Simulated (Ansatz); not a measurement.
`C[SiH]1C=CS1`. The species carries charge 0 and has multiplicity 1. The structure was optimised at the PBE0-D4/def2-TZVP level.

```xyz
11

C     0.725   -1.256   -1.128
Si    0.142   -0.477    0.455
C    -1.224    0.761    0.412
C    -0.455    1.785    0.813
S     1.239    1.302    1.073
H     0.015   -2.020   -1.457
H     0.819   -0.503   -1.913
H     1.696   -1.737   -0.986
H     0.070   -1.493    1.538
H    -2.283    0.819    0.201
H    -0.744    2.819    0.991
```

Task: What is the dipole moment at PBE/def2-TZVPP? (Best estimate.)

Result: Computed: 1.66 D, with components (-0.90, -0.84, -1.11) D in this frame, pointing from negative to positive charge.

Task: And with r2SCAN, B3LYP, ωB97M-V? (An estimate is asked.)

Result: The calculation gave: r2SCAN 1.74 D, B3LYP 1.71 D, ωB97M-V 1.74 D.

Task: Give the Mulliken charges with PBE, B3LYP, r2SCAN in def2-TZVPP. (Estimate.)

Result: Computed: 
```json
{"atom": "C1", "PBE": "-0.36", "B3LYP": "-0.37", "r2SCAN": "-0.29"}
{"atom": "Si2", "PBE": "0.38", "B3LYP": "0.47", "r2SCAN": "0.51"}
{"atom": "C3", "PBE": "-0.31", "B3LYP": "-0.36", "r2SCAN": "-0.41"}
{"atom": "C4", "PBE": "0.07", "B3LYP": "0.05", "r2SCAN": "0.15"}
{"atom": "S5", "PBE": "-0.22", "B3LYP": "-0.24", "r2SCAN": "-0.26"}
{"atom": "H6", "PBE": "0.11", "B3LYP": "0.10", "r2SCAN": "0.08"}
{"atom": "H7", "PBE": "0.12", "B3LYP": "0.12", "r2SCAN": "0.09"}
{"atom": "H8", "PBE": "0.11", "B3LYP": "0.10", "r2SCAN": "0.08"}
{"atom": "H9", "PBE": "-0.07", "B3LYP": "-0.08", "r2SCAN": "-0.09"}
{"atom": "H10", "PBE": "0.09", "B3LYP": "0.10", "r2SCAN": "0.07"}
{"atom": "H11", "PBE": "0.09", "B3LYP": "0.11", "r2SCAN": "0.08"}
```

B3LYP here is the variant with VWN-RPA as its local correlation; programs differ in this.
